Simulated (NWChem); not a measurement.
System: Si3H6ClF; SMILES F[SiH2][Si@@H]([SiH3])Cl

Here is an NWChem input.

```
start job
memory heap 200 mb stack 900 mb global 1100 mb
geometry units angstroms noautoz
  F     -0.411150     2.885496     0.116445
  Si     0.732586     1.787718    -0.235958
  Si     0.049478    -0.319483     0.563137
  Si    -2.057859    -1.048646    -0.190927
  Cl     1.530629    -1.671426    -0.090486
  H      0.907215     1.740557    -1.711887
  H      2.007247     2.203097     0.408119
  H      0.083771    -0.342374     2.052957
  H     -2.314852    -2.436329     0.277416
  H     -3.105732    -0.143195     0.355924
  H     -2.111183    -1.011102    -1.676522
end
basis spherical
  * library def2-tzvpp
end
dft
  xc xpbe96 cpbe96
  iterations 150
  semidirect filesize 400000000
  mulliken
end
task dft gradient
```

NWChem printed, in part:

```
             Northwest Computational Chemistry Package (NWChem) 7.3.0
             --------------------------------------------------------

 C1  symmetry detected

                             Geometry "geometry" -> ""
                             -------------------------

 Output coordinates in angstroms (scale by  1.889725989 to convert to a.u.)

  No.       Tag          Charge          X              Y              Z
 ---- ---------------- ---------- -------------- -------------- --------------
    1 F                    9.0000    -0.38168309     2.84236229     0.11719423
    2 Si                  14.0000     0.74766760     1.73515000    -0.25170196
    3 Si                  14.0000     0.05268741    -0.36873431     0.54589365
    4 Si                  14.0000    -2.06935865    -1.07447602    -0.18895980
    5 Cl                  17.0000     1.51381562    -1.73207106    -0.12879031
    6 H                    1.0000     0.90637118     1.69250835    -1.72956552
    7 H                    1.0000     2.03294632     2.13557500     0.38063814
    8 H                    1.0000     0.10235499    -0.39820349     2.03516473
    9 H                    1.0000    -2.33479571    -2.46158226     0.27637247
   10 H                    1.0000    -3.10267369    -0.16131568     0.37257700
   11 H                    1.0000    -2.13786985    -1.03018978    -1.67374613

 Effective nuclear repulsion energy (a.u.)     415.7254653413

  pbe96 is a nonlocal functional; adding pw91lda local functional.

                                 NWChem DFT Module
                                 -----------------

 Summary of "ao basis" -> "ao basis" (spherical)
 ------------------------------------------------------------------------------
       Tag                 Description            Shells   Functions and Types
 ---------------- ------------------------------  ------  ---------------------
 F                         def2-tzvpp               11       31   5s3p2d1f
 Si                        def2-tzvpp               14       42   5s5p3d1f
 Cl                        def2-tzvpp               14       42   5s5p3d1f
 H                         def2-tzvpp                6       14   3s2p1d

            General Information
            -------------------
          SCF calculation type: DFT
          Wavefunction type:  closed shell.
          No. of atoms     :    11
          No. of electrons :    74
           Alpha electrons :    37
            Beta electrons :    37
          Charge           :     0
          Spin multiplicity:     1
          Use of symmetry is: off; symmetry adaption is: off
          Maximum number of iterations: 150
          AO basis - number of functions:   283
                     number of shells:   103
          Convergence on energy requested:  1.00D-06
          Convergence on density requested:  1.00D-05
          Convergence on gradient requested:  5.00D-04

              XC Information
              --------------
          PerdewBurkeErnzerhof Exchange Functional  1.000
            Perdew 1991 LDA Correlation Functional  1.000 local
           PerdewBurkeErnz. Correlation Functional  1.000 non-local

             Grid Information
             ----------------
          Grid used for XC integration:  medium
          Radial quadrature: Mura-Knowles
          Angular quadrature: Lebedev.
          Tag              B.-S. Rad. Rad. Pts. Rad. Cut. Ang. Pts.
          ---              ---------- --------- --------- ---------
          F                   0.50       49          14.0       434
          Si                  1.10       88          13.0       590
          Cl                  1.00       88          12.0       590
          H                   0.35       45          14.0       434
          Grid pruning is: on
          Number of quadrature shells:   671
          Spatial weights used:  Erf1

      Superposition of Atomic Density Guess
      -------------------------------------

 Sum of atomic energies:       -1428.40085367

      Non-variational initial energy
      ------------------------------

 Total energy =   -1429.616753
 1-e energy   =   -2807.883694
 2-e energy   =     962.541476
 HOMO         =      -0.283742
 LUMO         =      -0.022856

------------------------------------------------------------
EAF file 0: "./job.aoints.0" size=2202009600 bytes
------------------------------------------------------------
               write      read    awrite     aread      wait
               -----      ----    ------     -----      ----
     calls:     4200         0         0         0         0
   data(b): 2.20e+09  0.00e+00  0.00e+00  0.00e+00
   time(s): 0.00e+00  0.00e+00  0.00e+00  0.00e+00  0.00e+00
rate(mb/s): 0.00e+00  0.00e+00
------------------------------------------------------------

     ---------------------------------------------
      Total Density - Mulliken Population Analysis
     ---------------------------------------------

    Atom       Charge   Shell Charges
 -----------   ------   -------------------------------------------------------
    1 F    9     9.53   0.77  1.20  0.61  1.01  0.31  2.37  2.36  0.88  0.00  0.01  0.00
    2 Si  14    13.29   2.00  0.59  1.39  0.85  0.44  4.11  1.73  0.48  1.09  0.34  0.00  0.11  0.11  0.04
    3 Si  14    13.52   2.00  0.59  1.39  0.88  0.47  4.11  1.73  0.47  1.26  0.40  0.00  0.07  0.13  0.02
    4 Si  14    13.84   2.00  0.59  1.39  0.88  0.48  4.12  1.73  0.52  1.42  0.57  0.00  0.06  0.08  0.01
    5 Cl  17    17.41   2.01  0.45  1.52  1.11  0.84  4.19  1.69  1.11  2.96  1.52  0.00  0.00  0.02  0.00
    6 H    1     1.09   0.23  0.54  0.30  0.00  0.01  0.00
    7 H    1     1.08   0.23  0.54  0.30  0.00  0.01  0.00
    8 H    1     1.08   0.23  0.54  0.29  0.00  0.01  0.00
    9 H    1     1.05   0.22  0.54  0.28  0.00  0.01  0.00
   10 H    1     1.05   0.22  0.53  0.28  0.00  0.01  0.00
   11 H    1     1.06   0.22  0.54  0.28  0.00  0.01  0.00

   convergence    iter        energy       DeltaE   RMS-Dens  Diis-err
 ---------------- ----- ----------------- --------- --------- ---------
 d= 0,ls=0.0,diis     1  -1431.4632333766 -1.85D+03  4.44D-03  2.24D+00
 d= 0,ls=0.0,diis     2  -1431.2680572892  1.95D-01  3.64D-03  3.23D+00
 d= 0,ls=0.0,diis     3  -1431.5188634414 -2.51D-01  1.01D-03  7.23D-01
 d= 0,ls=0.0,diis     4  -1431.5712240754 -5.24D-02  5.42D-04  2.21D-02
 d= 0,ls=0.0,diis     5  -1431.5734967580 -2.27D-03  2.05D-04  8.85D-03
  Resetting Diis
 d= 0,ls=0.0,diis     6  -1431.5746221581 -1.13D-03  4.71D-05  2.98D-04
 d= 0,ls=0.0,diis     7  -1431.5746532600 -3.11D-05  2.44D-05  2.32D-05
 d= 0,ls=0.0,diis     8  -1431.5746484423  4.82D-06  1.41D-05  7.96D-05
 d= 0,ls=0.0,diis     9  -1431.5746555910 -7.15D-06  2.53D-06  1.43D-06
 d= 0,ls=0.0,diis    10  -1431.5746557099 -1.19D-07  6.00D-07  8.39D-08

         Total DFT energy =    -1431.574655709879
      One electron energy =    -2811.682212252127
           Coulomb energy =     1067.371605362795
    Exchange-Corr. energy =     -102.989514161855
 Nuclear repulsion energy =      415.725465341308

 Numeric. integr. density =       74.000008990502

                       DFT Final Molecular Orbital Analysis
                       ------------------------------------

 Vector   35  Occ=2.000000D+00  E=-3.071686D-01
              MO Center=  8.8D-01,  9.7D-01, -3.9D-01, r^2= 5.2D+00
   Bfn.  Coefficient  Atom+Function         Bfn.  Coefficient  Atom+Function
  ----- ------------  ---------------      ----- ------------  ---------------
   174      0.221868   5 Cl pz               48     -0.197164   2 Si pz
   201      0.194726   6 H  s                 8      0.177757   1 F  pz
   215     -0.170070   7 H  s               202      0.160820   6 H  s
    11      0.141962   1 F  pz              177      0.137126   5 Cl pz
   216     -0.137347   7 H  s               200      0.124429   6 H  s

 Vector   36  Occ=2.000000D+00  E=-2.714655D-01
              MO Center=  4.8D-01, -8.4D-01,  2.6D-01, r^2= 4.5D+00
   Bfn.  Coefficient  Atom+Function         Bfn.  Coefficient  Atom+Function
  ----- ------------  ---------------      ----- ------------  ---------------
   174      0.336982   5 Cl pz              177      0.229269   5 Cl pz
    90     -0.172835   3 Si pz              229     -0.171254   8 H  s
   230     -0.171339   8 H  s               171      0.161709   5 Cl pz
   172      0.152848   5 Cl px              130      0.139074   4 Si px
   165     -0.131700   5 Cl pz              228     -0.109345   8 H  s

 Vector   37  Occ=2.000000D+00  E=-2.509797D-01
              MO Center=  1.6D-01, -2.4D-01,  6.7D-02, r^2= 5.2D+00
   Bfn.  Coefficient  Atom+Function         Bfn.  Coefficient  Atom+Function
  ----- ------------  ---------------      ----- ------------  ---------------
   173      0.216757   5 Cl py               89     -0.205862   3 Si py
   130      0.198417   4 Si px               47      0.187736   2 Si py
   172      0.180145   5 Cl px               88     -0.172197   3 Si px
   176      0.162306   5 Cl py              175      0.134321   5 Cl px
   170      0.106513   5 Cl py                7     -0.101811   1 F  py

 Vector   38  Occ=0.000000D+00  E=-8.451485D-02
              MO Center=  1.7D-01,  2.8D-01,  1.3D-01, r^2= 5.3D+00
   Bfn.  Coefficient  Atom+Function         Bfn.  Coefficient  Atom+Function
  ----- ------------  ---------------      ----- ------------  ---------------
    50      0.332634   2 Si py               92      0.333951   3 Si py
   162      0.262532   5 Cl s                89      0.219350   3 Si py
    91     -0.209701   3 Si px               49     -0.200336   2 Si px
   244      0.200649   9 H  s                88     -0.192256   3 Si px
    36     -0.188768   2 Si s                47      0.172376   2 Si py

 Vector   39  Occ=0.000000D+00  E=-4.686673D-02
              MO Center= -4.4D-01, -1.0D-01,  1.2D-01, r^2= 5.9D+00
   Bfn.  Coefficient  Atom+Function         Bfn.  Coefficient  Atom+Function
  ----- ------------  ---------------      ----- ------------  ---------------
    93      0.482538   3 Si pz              120      0.447903   4 Si s
    78     -0.436687   3 Si s               216     -0.415882   7 H  s
   244     -0.410587   9 H  s                36      0.402173   2 Si s
   230     -0.394217   8 H  s               135      0.370816   4 Si pz
   133      0.282767   4 Si px              272      0.264165  11 H  s

 Vector   40  Occ=0.000000D+00  E=-2.736306D-02
              MO Center= -1.0D+00, -5.5D-01,  1.3D-01, r^2= 7.0D+00
   Bfn.  Coefficient  Atom+Function         Bfn.  Coefficient  Atom+Function
  ----- ------------  ---------------      ----- ------------  ---------------
    78      1.247022   3 Si s               120     -1.008544   4 Si s
   133     -1.000709   4 Si px               91     -0.871263   3 Si px
   272      0.439171  11 H  s               230     -0.385851   8 H  s
    36      0.379928   2 Si s               202     -0.339545   6 H  s
   258     -0.312052  10 H  s                92     -0.309531   3 Si py

------------------------------------------------------------
EAF file 0: "./job.aoints.0" size=3199729664 bytes
------------------------------------------------------------
               write      read    awrite     aread      wait
               -----      ----    ------     -----      ----
     calls:     6104        10         0     54918     54918
   data(b): 3.20e+09  5.24e+06  0.00e+00  2.88e+10
   time(s): 0.00e+00  0.00e+00  0.00e+00  0.00e+00  0.00e+00
rate(mb/s): 0.00e+00  0.00e+00
------------------------------------------------------------

     ---------------------------------------------
      Total Density - Mulliken Population Analysis
     ---------------------------------------------

    Atom       Charge   Shell Charges
 -----------   ------   -------------------------------------------------------
    1 F    9     9.29   0.77  1.20  0.61  0.97  0.35  2.28  2.11  0.99  0.00  0.01  0.00
    2 Si  14    13.56   2.01  0.57  1.39  0.92  0.35  4.13  1.67  0.61  1.24  0.25  0.01  0.17  0.18  0.05
    3 Si  14    13.76   2.01  0.57  1.39  0.95  0.39  4.13  1.67  0.59  1.45  0.30  0.00  0.10  0.18  0.03
    4 Si  14    13.90   2.01  0.57  1.39  0.93  0.43  4.13  1.67  0.62  1.51  0.45  0.00  0.08  0.10  0.01
    5 Cl  17    17.23   2.01  0.43  1.52  1.15  0.80  4.19  1.66  1.13  2.81  1.48  0.00  0.01  0.03  0.00
    6 H    1     1.06   0.25  0.53  0.26  0.00  0.01  0.00
    7 H    1     1.06   0.25  0.53  0.26  0.00  0.01  0.00
    8 H    1     1.05   0.24  0.53  0.26  0.00  0.02  0.00
    9 H    1     1.03   0.24  0.53  0.24  0.00  0.01  0.00
   10 H    1     1.03   0.24  0.53  0.24  0.00  0.01  0.00
   11 H    1     1.03   0.24  0.53  0.24  0.00  0.01  0.00

     -------------------------------------------
      Total Density - Lowdin Population Analysis
     -------------------------------------------

    Atom       Charge   Shell Charges
 -----------   ------   -------------------------------------------------------
    1 F    9     8.98   0.86  1.10  0.60  0.71  0.39  2.14  2.12  1.05  0.00  0.01  0.00
    2 Si  14    13.82   2.00  0.83  1.09  0.50  0.33  3.85  1.87  0.69  1.11  0.60  0.01  0.20  0.55  0.20
    3 Si  14    14.13   2.00  0.84  1.10  0.54  0.36  3.85  1.87  0.69  1.27  0.75  0.00  0.11  0.63  0.12
    4 Si  14    13.71   2.00  0.83  1.09  0.50  0.34  3.85  1.87  0.71  1.29  0.79  0.00  0.08  0.29  0.04
    5 Cl  17    16.80   1.98  0.84  1.14  0.91  0.76  3.93  1.90  1.26  2.46  1.57  0.00  0.01  0.05  0.00
    6 H    1     1.10   0.24  0.48  0.30  0.00  0.07  0.01
    7 H    1     1.10   0.24  0.48  0.30  0.00  0.07  0.01
    8 H    1     1.09   0.24  0.47  0.30  0.00  0.07  0.01
    9 H    1     1.09   0.24  0.47  0.30  0.00  0.07  0.01
   10 H    1     1.09   0.24  0.47  0.30  0.00  0.07  0.01
   11 H    1     1.09   0.24  0.47  0.30  0.00  0.07  0.01

     Multipole analysis of the density
     ---------------------------------

     L   x y z        total         alpha         beta         nuclear
     -   - - -        -----         -----         ----         -------
     0   0 0 0     -0.000000    -37.000000    -37.000000     74.000000

     1   1 0 0     -0.140834     -0.070417     -0.070417     -0.000000
     1   0 1 0     -0.021989     -0.010995     -0.010995      0.000000
     1   0 0 1      0.017999      0.009000      0.009000      0.000000

     2   2 0 0    -45.265259   -259.570194   -259.570194    473.875128
     2   1 1 0      2.716165    -14.650197    -14.650197     32.016559
     2   1 0 1     -0.097659     -1.328844     -1.328844      2.560029
     2   0 2 0    -48.664626   -379.045889   -379.045889    709.427152
     2   0 1 1     -0.484338      1.973150      1.973150     -4.430638
     2   0 0 2    -44.743430    -51.403078    -51.403078     58.062726

[...]

                         DFT ENERGY GRADIENTS

    atom               coordinates                        gradient
                 x          y          z           x          y          z
   1 F      -0.721276   5.371286   0.221465    0.000330  -0.001177  -0.000104
   2 Si      1.412887   3.278958  -0.475648    0.001053   0.002592  -0.000550
   3 Si      0.099565  -0.696807   1.031589   -0.002011   0.004254   0.002525
   4 Si     -3.910521  -2.030465  -0.357082   -0.002058  -0.001040  -0.000338
   5 Cl      2.860697  -3.273140  -0.243378    0.002993  -0.003355  -0.000889
   6 H       1.712793   3.198377  -3.268405   -0.000111  -0.000589   0.002332
   7 H       3.841711   4.035652   0.719302   -0.001829  -0.001338  -0.000921
   8 H       0.193423  -0.752495   3.845904    0.000075  -0.000118  -0.002568
   9 H      -4.412124  -4.651716   0.522268    0.000200   0.002390  -0.000908
  10 H      -5.863203  -0.304842   0.704068    0.001490  -0.001557  -0.001020
  11 H      -4.039988  -1.946776  -3.162922   -0.000132  -0.000061   0.002441
```

Level: PBE/def2-TZVPP. The geometry was optimised at B3LYP/6-31G* (spherical d).
